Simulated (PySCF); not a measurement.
Spectrum to structure. Computed with TDDFT CAM-B3LYP/def2-SVPD, vertical, gas phase, core orbitals frozen in the response in PySCF. Geometries: GFN2-xTB, one conformer each.

| state | E (eV) | λ (nm) | f |
| --- | --- | --- | --- |
| S1 | 6.73 | 184.3 | 0.014 |
| S2 | 7.10 | 174.5 | 0.0068 |
| S3 | 7.17 | 172.9 | 0.0097 |
| S4 | 7.28 | 170.2 | 0.0053 |
| S5 | 7.31 | 169.5 | 0.0084 |
| S6 | 7.37 | 168.2 | 0.095 |
| S7 | 7.52 | 164.8 | 0.025 |
| S8 | 7.57 | 163.9 | 0.014 |

Orbital energies (eV): HOMO-3 -9.79, HOMO-2 -9.61, HOMO-1 -9.36, HOMO -9.10, LUMO 0.77, LUMO+1 1.01, LUMO+2 1.37.

**Question.** Which candidate is it?
A. `C#C[SiH2]OC(C)=O`
B. `C1(=O)[SiH2]C(=O)CC1`
C. `COC[SiH2][SiH2]CCl`
D. `[SiH3]Oc1ccoc1`
E. `C=CC[Si@@H](O)N[SiH3]`

**Answer.** C. Its S1, at 6.73 eV, is the highest among the candidates; the nearest of the others has S1 at 6.44 eV. S1 is HOMO→LUMO (49%), HOMO→LUMO+3 (15%), HOMO→LUMO+4 (12%). Löwdin shares by element: HOMO chlorine 41%, carbon 20% or more, silicon 12% or more, oxygen 11% (atoms not listed hold the other 16%); LUMO silicon 41%, chlorine 10%, hydrogen 8% or more (atoms not listed hold the other 42%). At the same level the other candidates give, for their lowest levels:
- `C=CC[Si@@H](O)N[SiH3]`: 6.44 eV (f 0.001); 6.68 eV (f 0.246); 6.87 eV (f 0.089); 7.04 eV (f 0.025); 7.37 eV (f 0.024); T1 4.33 eV; HOMO -8.49, LUMO 0.93 eV
- `C#C[SiH2]OC(C)=O`: 5.88 eV (f 0.001); 6.05 eV (f 0.000); 6.36 eV (f 0.002); 6.42 eV (f 0.000); 7.50 eV (f 0.062); T1 5.05 eV; HOMO -9.66, LUMO 0.49 eV
- `O=C1CCC(=O)[SiH2]1`: 2.90 eV (f 0.000); 3.42 eV (f 0.001); 5.20 eV (f 0.001); 5.58 eV (f 0.001); 5.98 eV (f 0.041); T1 2.37 eV; HOMO -8.11, LUMO -1.07 eV
- `[SiH3]Oc1ccoc1`: 5.92 eV (f 0.127); 5.93 eV (f 0.002); 6.41 eV (f 0.000); 6.86 eV (f 0.020); 6.99 eV (f 0.021); T1 3.87 eV; HOMO -7.65, LUMO 0.98 eV

Shape of the structure used: `[CH3:1][O:2][CH2:3][SiH2:4][SiH2:5][CH2:6][Cl:7]`: C1–O2–C3–Si4 -173°, O2–C3–Si4–Si5 31°, C3–Si4–Si5–C6 163°, Si4–Si5–C6–Cl7 55°.
Triplets come from the Tamm–Dancoff approximation.
